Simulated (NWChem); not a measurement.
Species: hexafluoroethane (C2F6); SMILES FC(F)(F)C(F)(F)F

```xyz
8

F     -0.4863     1.1468    -1.2185
C      0.0000     0.0000    -0.7710
F      1.2363    -0.1522    -1.2185
F     -0.7500    -0.9946    -1.2185
C      0.0000     0.0000     0.7710
F      0.7557     0.9902     1.2185
F     -1.2354     0.1593     1.2185
F      0.4797    -1.1495     1.2185
```
Atoms are numbered in this order, from 1.

Program: NWChem. Coordinates come from a PBE0/def2-SVP optimisation. B3LYP is NWChem's, with the RPA form of VWN correlation.

For level B3LYP/STO-3G:

* **highest occupied level (eV)**: -4.68
* **orbital gap (eV)**: 12.39

### Question
How do the values read with level B3LYP/def2-TZVP instead?

### Answer
* **highest occupied level (eV)**: -11.13
* **orbital gap (eV)**: 12.96
